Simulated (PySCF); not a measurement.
# Electron correlation in Cl⁷⁺ (chlorine, charge +7)

Starting occupation: [Ne]. All numbers are calculated (PySCF 2.14, X2C-1e with screened-nucleus spin-orbit coupling, Gaussian nucleus, in x2c-TZVPPall-2c with one added diffuse shell each of s, p, d type (6s7p4d1f, 54 functions)). Frozen: nothing; 10 electrons correlated.

MP2 pair energies summed by pair of shells (mhartree):

| pair | energy | share (%) |
| --- | --- | --- |
| 2p1/2-2p3/2 | -53.43 | 32.4 |
| 2p3/2-2p3/2 | -49.73 | 30.2 |
| 2p3/2-2s1/2 | -16.99 | 10.3 |
| 1s1/2-1s1/2 | -12.56 | 7.6 |
| 2p1/2-2p1/2 | -11.47 | 7.0 |
| 2p1/2-2s1/2 | -8.51 | 5.2 |
| 2s1/2-2s1/2 | -5.43 | 3.3 |
| 1s1/2-2p3/2 | -3.52 | 2.1 |
| 1s1/2-2p1/2 | -1.77 | 1.1 |
| 1s1/2-2s1/2 | -1.45 | 0.9 |

Total MP2 correlation energy: -164.85 mhartree.

```
  level  correlation energy (mhartree)
   CCSD                        -167.49
    (T)                          -0.46
CCSD(T)                        -167.95
```

Diagnostics: T1 = 0.00096, largest double amplitude 0.008.

Cost of the coupled-cluster step: 110 s of wall time on 4 threads of Neoverse-V2 (shared host), for 10 occupied and 98 virtual spinors.

The basis has no tight functions for the innermost shells, so their pair energies are far from complete.

This basis was not built for core-valence correlation, so the inner-shell part is incomplete.
